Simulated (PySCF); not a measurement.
# Working out the excitation energy of P⁺

P⁺ [Ne] 3s2 3p2 (3P) → P⁺ [Ne] 3s1 3p2 3d1 (high-spin determinant). All numbers are calculated (PySCF 2.14, the non-relativistic Hamiltonian (point nucleus), in aug-cc-pwCVDZ (6s5p3d, 36 functions)). Frozen: nothing. Energies in hartree (1 hartree = 27.21139 eV):

| part | P⁺ (lower) | P⁺ (upper) |
| --- | --- | --- |
| UHF | -340.345020 | -339.734902 |
| MP2 opposite-spin | -0.147940 | -0.101358 |
| MP2 same-spin | -0.054362 | -0.057135 |

**Question.** What does Hartree-Fock give?

**Answer.** (-339.734902) − (-340.345020) = 0.610118 hartree = 16.602 eV.

**Question.** What do MP2 and SCS-MP2 (6/5 opposite-spin, 1/3 same-spin) give?

**Answer.** The opposite-spin parts differ by 1.268 eV and the same-spin parts by -0.075 eV. MP2: 16.602 + (1.268) + (-0.075) = 17.795 eV. SCS-MP2: 16.602 + 1.2 × (1.268) + (-0.075)/3 = 18.099 eV.

One determinant mixes LS terms, so it does not stand for a single term.

A double-zeta basis recovers only part of the correlation energy.
